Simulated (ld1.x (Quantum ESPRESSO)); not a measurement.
# An all-electron radial function and its pseudo partner (W)

Columns: radius, all-electron u(r) and pseudo u(r) of the 5p shell (level -72.11 eV) of tungsten in the configuration [Kr] 4d10 4f14 5s2 5p6 5d3 6s0 6p0; LDA (PZ), scalar-relativistic, TM semilocal scheme, ld1.x (Quantum ESPRESSO) 7.5.

```tsv
r (bohr)	all-electron	pseudo
0.085	-0.0561	-0.0111
0.170	-0.3264	-0.0444
0.255	0.1606	-0.0992
0.340	0.5135	-0.1746
0.425	0.4980	-0.2692
0.510	0.2427	-0.3804
0.595	-0.0950	-0.5039
0.680	-0.4166	-0.6333
0.765	-0.6768	-0.7598
0.850	-0.8628	-0.8725
0.935	-0.9790	-0.9608
1.020	-1.0365	-1.0163
1.105	-1.0482	-1.0355
1.190	-1.0262	-1.0210
1.275	-0.9809	-0.9796
1.360	-0.9207	-0.9206
1.445	-0.8518	-0.8518
1.530	-0.7790	-0.7790
1.615	-0.7058	-0.7058
1.700	-0.6344	-0.6344
1.785	-0.5666	-0.5666
1.870	-0.5031	-0.5031
1.955	-0.4445	-0.4445
2.040	-0.3912	-0.3912
2.125	-0.3429	-0.3429
2.210	-0.2996	-0.2996
```

**Question.** How many radial nodes do the two functions have?

**Answer.** The all-electron 5p function has n − l − 1 = 3 (the table is too coarse to show those close to the nucleus); the pseudo-wave has 0, since the states of the same l below it are removed with the core.

**Question.** At about which radius was the pseudo-wave matched?

**Answer.** 1.50 bohr. The columns agree to 0.0005 from 1.36 bohr on; several derivatives are matched, so the curves merge somewhat inside the radius.

**Question.** Where does each function peak?

**Answer.** Outermost all-electron maximum near 1.10 bohr, pseudo maximum near 1.10 bohr (to the table’s step).

**Question.** Is the pseudo-wave norm-conserving?

**Answer.** Yes: the TM semilocal scheme keeps the norm inside the radius equal to the all-electron one, which fixes the energy derivative of the logarithmic derivative at the level.
